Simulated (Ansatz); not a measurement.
Steps of a relaxation of `O[BH][AlH][F]` with RKS PBE-D4/def2-SVP.

```sh
$ ansatz run in.yaml --threads 2 --pin off --events-out ev --progress --plain --max-ram 4352MiB
```

```yaml
crystal:
  periodic: [false, false, false]
  atoms:
    - {symbol: O, position_ang: [-1.071800, 1.219800, -0.730100]}
    - {symbol: B, position_ang: [-0.278100, 0.748600, 0.330700]}
    - {symbol: Al, position_ang: [0.860700, -0.921800, 0.003700]}
    - {symbol: F, position_ang: [0.934700, -1.745400, -1.582400]}
    - {symbol: H, position_ang: [-1.984700, 0.793100, -0.638900]}
    - {symbol: H, position_ang: [-0.249500, 1.315100, 1.376500]}
    - {symbol: H, position_ang: [1.849900, -1.477400, 1.194800]}
basis:
  gaussian: {orbitals: def2-SVP}
hamiltonian: {xc: pbe, dispersion: d4}
relax: {f_tol: 0.03, max_steps: 200}
```

Positions (Å) and forces (eV/Å) along the path, 10 of 10 steps:

```xyz
7
step=1 energy=-12071.0697 eV
O    -1.072    1.220   -0.730   -1.201   -0.913    1.137
B    -0.278    0.749    0.331   -1.048    0.646   -1.564
Al    0.861   -0.922    0.004    1.424   -2.014   -1.412
F     0.935   -1.745   -1.582   -0.122    0.917    1.918
H    -1.985    0.793   -0.639    1.213    0.877   -0.436
H    -0.249    1.315    1.377   -0.065    0.599    0.808
H     1.850   -1.477    1.195   -0.201   -0.112   -0.451
7
step=2 energy=-12071.3557 eV
O    -1.127    1.268   -0.727   -0.382   -1.051    0.755
B    -0.344    0.745    0.306   -0.046    0.751   -0.802
Al    0.998   -0.907    0.031    0.110   -1.219   -1.064
F     0.945   -1.803   -1.471    0.063    0.727    1.109
H    -2.048    0.909   -0.678    0.481    0.560   -0.241
H    -0.327    1.336    1.373   -0.177    0.069    0.364
H     1.964   -1.616    1.120   -0.049    0.163   -0.121
7
step=3 energy=-12071.5732 eV
O    -1.131    1.209   -0.733   -0.133   -1.173    0.006
B    -0.324    0.730    0.284   -0.355    0.550   -0.200
Al    1.035   -0.970    0.015   -0.039    0.080   -0.349
F     0.954   -1.852   -1.442    0.052    0.162    0.356
H    -2.108    1.100   -0.677    0.610    0.649    0.251
H    -0.408    1.288    1.390   -0.100   -0.265    0.019
H     2.043   -1.573    1.117   -0.035   -0.003   -0.083
7
step=4 energy=-12071.7854 eV
O    -1.128    1.073   -0.774   -1.859   -0.613    0.206
B    -0.306    0.715    0.271   -0.674    0.358    0.100
Al    1.057   -0.998    0.000   -0.038    0.828    0.348
F     0.968   -1.868   -1.429    0.027   -0.266   -0.268
H    -2.130    1.288   -0.625    2.556    0.147    0.092
H    -0.481    1.262    1.393    0.023   -0.368   -0.374
H     2.081   -1.541    1.118   -0.035   -0.085   -0.104
7
step=5 energy=-12072.1206 eV
O    -1.172    0.898   -0.754   -0.957    0.053   -1.001
B    -0.354    0.688    0.276    0.606   -0.451    0.959
Al    1.065   -0.950   -0.002   -0.164    0.385    0.261
F     0.950   -1.859   -1.413    0.058   -0.109   -0.160
H    -1.986    1.425   -0.604    0.356    0.153    0.128
H    -0.537    1.247    1.365    0.019    0.008   -0.148
H     2.095   -1.517    1.087    0.082   -0.040   -0.038
7
step=6 energy=-12072.1545 eV
O    -1.205    0.871   -0.752   -0.176   -0.325   -0.739
B    -0.361    0.654    0.270    0.171   -0.080    0.672
Al    1.064   -0.952    0.020   -0.166    0.268    0.166
F     0.951   -1.818   -1.416    0.101   -0.190   -0.216
H    -1.969    1.451   -0.602   -0.042    0.350    0.231
H    -0.518    1.254    1.339    0.025    0.006   -0.099
H     2.100   -1.529    1.094    0.087   -0.029   -0.015
7
step=7 energy=-12072.1625 eV
O    -1.307    0.813   -0.731   -0.832    0.989    0.167
B    -0.429    0.592    0.281   -0.156    0.331    0.164
Al    0.992   -0.977    0.022    0.386   -0.567   -0.302
F     1.138   -1.871   -1.424   -0.189    0.312    0.236
H    -1.926    1.585   -0.536    0.746   -0.983   -0.261
H    -0.490    1.319    1.284    0.082   -0.185   -0.130
H     2.084   -1.529    1.059   -0.036    0.101    0.126
7
step=8 energy=-12072.2052 eV
O    -1.303    0.830   -0.737    0.051   -0.003    0.025
B    -0.421    0.595    0.274   -0.108    0.034   -0.049
Al    1.013   -0.994    0.019    0.032   -0.039   -0.026
F     1.082   -1.850   -1.440   -0.013    0.040    0.050
H    -1.921    1.566   -0.551    0.031   -0.027    0.031
H    -0.480    1.284    1.293    0.019   -0.010   -0.021
H     2.091   -1.499    1.097   -0.012    0.005   -0.009
7
step=9 energy=-12072.2036 eV rejected
O    -1.301    0.833   -0.749   -0.092    0.041    0.075
B    -0.434    0.589    0.268    0.200   -0.039   -0.001
Al    1.015   -0.989    0.022   -0.040   -0.041   -0.018
F     1.080   -1.843   -1.435    0.011    0.003   -0.003
H    -1.919    1.562   -0.539   -0.004    0.009   -0.056
H    -0.466    1.277    1.287   -0.090    0.017   -0.004
H     2.087   -1.498    1.101    0.014    0.009    0.008
7
step=10 energy=-12072.2057 eV
O    -1.305    0.832   -0.739    0.009   -0.010   -0.008
B    -0.424    0.593    0.269   -0.015    0.005   -0.004
Al    1.013   -0.995    0.019    0.008   -0.006    0.002
F     1.086   -1.847   -1.438   -0.005    0.006    0.001
H    -1.921    1.566   -0.543    0.004   -0.001    0.009
H    -0.475    1.283    1.287    0.004    0.002    0.002
H     2.088   -1.500    1.099   -0.005    0.003   -0.001
```

Hardware: 2 threads of an Arm Neoverse V1 on a shared host. Wall time 14 s, peak host memory 0.16 GiB.
